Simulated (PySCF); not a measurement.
# Stretching CsF

Set-up: basis Cs x2c-TZVPall, F x2c-TZVPall; spin-free X2C with a Gaussian nucleus; PySCF 2.14. Energies in eV from Cs + F in their ground configurations at the same level. State: ¹Σ⁺ (singlet), closed shell.

```tsv
R (Å)	PBE0
2.003	-4.453
2.096	-4.814
2.189	-5.014
2.259	-5.086
2.329	-5.107
2.399	-5.088
2.492	-5.018
2.608	-4.882
2.748	-4.677
2.934	-4.376
```

Problem. Put a parabola through the three lowest points of the PBE0 curve and estimate Re, k and ωe (reduced mass 16.62 u; 1 eV/Å² = 0.16022 mdyn/Å; ωe = 1302.8·√(k/μ) cm⁻¹).

Solution. Through R = 2.259, 2.329, 2.399 Å the second-order coefficient is 4.08 eV/Å², so Re ≈ 2.331 Å, k ≈ 1.31 mdyn/Å and ωe ≈ 365 cm⁻¹. A polynomial fit of higher order to the unrounded PBE0 energies gives Re = 2.328 Å, k = 1.30 mdyn/Å, ωe = 364 cm⁻¹; anharmonicity and rounding make the difference.

The higher-order fit for each curve: PBE0: Re = 2.328 Å, ωe = 364 cm⁻¹, De = 5.11 eV.

These are scalar-relativistic numbers at best; spin–orbit coupling would shift them, the dissociation energy most.
